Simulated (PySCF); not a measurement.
PySCF input:

```python
from pyscf import gto, scf, dft

mol = gto.M(
    atom='''
    Te   -0.00255578   -0.25072198    0.06810563
    F     2.05783164   -0.11350713    0.01357017
    F     0.01659338    1.62780796   -0.44217460
    F    -2.05965827   -0.06568495    0.03510521
    ''',
    basis='def2-tzvpd',
    ecp='def2-tzvp',
    charge=-1,
    spin=0,
    verbose=4,
)

mf = scf.RHF(mol).density_fit(auxbasis='def2-universal-jkfit')
mf.conv_tol = 1e-9
mf.max_cycle = 100
mf.max_memory = 1500
mf.kernel()
if not mf.converged:
    mf = mf.newton()
    mf.kernel(mf.make_rdm1())
mf.analyze()
```

Q: Predict the final energy.

A: -565.51396 Eh (HF/def2-TZVPD).
